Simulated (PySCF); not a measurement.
InF, SMILES [F][In] (connectivity only; charge and spin as stated), neutral, multiplicity 1.

Geometry: r2SCAN-D4/def2-TZVP. The def2 effective core potentials stand for the cores of In; spin–orbit coupling is left out.

The numbers are results of PySCF 2.14.0 with TDDFT-M06-2X/def2-TZVPD, not measurements.

Vertical excitations; the highest root listed may be one member of a degenerate set.  State labels are in the subgroup C2v.

Computed UV-visible absorptions:
| state | symmetry | energy (eV) | λ (nm) | f | main pairs |
|---|---|---|---|---|---|
| S1 | B1 | 5.15 | 241 | 0.272 | HOMO→LUMO (degenerate set) |
| S2 | B2 | 5.15 | 241 | 0.272 | HOMO→LUMO+1 (degenerate set) |
| S3 | A1 | 6.37 | 195 | 0.469 | HOMO→LUMO+2 86 % |
| S4 | A1 | 6.87 | 180 | 0.018 | HOMO→LUMO+3 88 % |
| S5 | A2 | 7.39 | 168 | 0.000 | HOMO−2→LUMO+1 47 %, HOMO−1→LUMO 47 % |
| S6 | A2 | 7.51 | 165 | 0.000 | HOMO−1→LUMO, HOMO−2→LUMO+1 (degenerate set) |
| S7 | A1 | 7.51 | 165 | 0.000 | HOMO−1→LUMO+1, HOMO−2→LUMO (degenerate set) |
| S8 | A1 | 7.84 | 158 | 0.000 | HOMO→LUMO+5 (degenerate set) |
| S9 | A2 | 7.84 | 158 | 0.000 | HOMO→LUMO+4 (degenerate set) |
| S10 | B2 | 7.97 | 156 | 0.027 | HOMO→LUMO+7 88 % |
| T1 | B1 | 3.63 | 342 | 0 | HOMO→LUMO (degenerate set) |
| T2 | B2 | 3.63 | 342 | 0 | HOMO→LUMO+1 (degenerate set) |
| T3 | A1 | 5.06 | 245 | 0 | HOMO→LUMO+2 66 %, HOMO→LUMO+11 18 %, HOMO→LUMO+3 12 % |
| T4 | A1 | 6.69 | 185 | 0 | HOMO→LUMO+3 79 %, HOMO→LUMO+2 18 % |
Triplets are in the Tamm–Dancoff approximation, which puts them higher than full response would, so one can lie above its singlet here.
